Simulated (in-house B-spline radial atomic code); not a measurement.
A run on neutral selenium (an excited or competing configuration) that did not converge. Method: scalar-relativistic (X2C) wB97X, spin-polarised, spherical fractional occupations, Fermi nucleus of rms radius 4.14 fm; computed with an all-electron radial atomic-structure program (B-spline basis).

Command:
```bash
python run_scf.py task.json out
```
Settings (nuclear radius in fm, mass in u):
```
Z                34
configuration    [Ar] 3d10 4s2 4p3 5f1
hamiltonian      x2c
method           wb97x
spin_polarised   True
nucleus          fermi
rms_radius       4.14
atomic_mass      79.91652
speed_of_light   137.035999084
```

First and last ten iterations of the last attempt (damped for 15 steps, keeping 80 % of the old Fock matrix, then DIIS):
```
 iter        energy (Eh)    residual
    1       -2428.967232    3.95e-01
    2       -2429.409156    9.56e-02
    3       -2429.529799    5.84e-02
    4       -2429.577072    3.63e-02
    5       -2429.595582    2.51e-02
    6       -2429.603074    1.78e-02
    7       -2429.606059    1.29e-02
    8       -2429.607519    9.61e-03
    9       -2429.607941    7.21e-03
   10       -2429.608043    5.44e-03
  111       -2429.608410    7.49e-04
  112       -2429.608370    8.13e-04
  113       -2429.608397    6.89e-04
  114       -2429.607928    1.28e-03
  115       -2429.607995    1.11e-03
  116       -2429.607802    8.91e-04
  117       -2429.607468    1.22e-03
  118       -2429.606574    1.37e-03
  119       -2429.607682    7.76e-04
  120       -2429.608670    1.05e-03
 not converged after 120 iterations
```

The smallest residual met was 4.6e-04; the threshold is about 3e-07. No energy from this run should be used. Time taken, with all properties: 39 s on 1 thread of Arm Neoverse N1, with other jobs on the host.
